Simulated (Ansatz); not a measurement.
Correlation energies of CH₅BClIn, SMILES `C[B](Cl)[InH2]` by basis set

```json
{"atom": "C1", "x (Å)": "-1.379", "y (Å)": "0.237", "z (Å)": "0.621"}
{"atom": "B2", "x (Å)": "-0.329", "y (Å)": "-0.387", "z (Å)": "-0.340"}
{"atom": "Cl3", "x (Å)": "-0.865", "y (Å)": "-1.675", "z (Å)": "-1.425"}
{"atom": "In4", "x (Å)": "1.875", "y (Å)": "0.111", "z (Å)": "-0.474"}
{"atom": "H5", "x (Å)": "-2.416", "y (Å)": "0.063", "z (Å)": "0.323"}
{"atom": "H6", "x (Å)": "-1.233", "y (Å)": "-0.249", "z (Å)": "1.598"}
{"atom": "H7", "x (Å)": "-1.219", "y (Å)": "1.304", "z (Å)": "0.796"}
{"atom": "H8", "x (Å)": "3.072", "y (Å)": "-0.684", "z (Å)": "0.494"}
{"atom": "H9", "x (Å)": "2.494", "y (Å)": "1.280", "z (Å)": "-1.592"}
```

Total charge 0; spin multiplicity 1. Correlated methods include outer-core shells of In, which these sets cover unevenly. In: def2 effective core potential. The geometry is a stationary point of PBE0-D4/def2-TZVP. Frozen core, restricted reference, Ansatz 0.2.0.

```
     basis     HF (Eh)  MP2 corr.  CCSD corr.       (T)  CCSD(T) total
  def2-SVP  -713.98112   -0.44982    -0.50298  -0.01463     -714.49873
def2-TZVPP           ?   -0.75853           ?  -0.02967              ?
def2-QZVPP  -714.23127          ?    -0.99431         ?              ?
```

Fill in the withheld values. (Estimate.)

Computed: def2-TZVPP HF (Eh): -714.21439; def2-TZVPP CCSD corr.: -0.79926; def2-TZVPP CCSD(T) total: -715.04332; def2-QZVPP MP2 corr.: -0.98298; def2-QZVPP (T): -0.03691; def2-QZVPP CCSD(T) total: -715.26249.
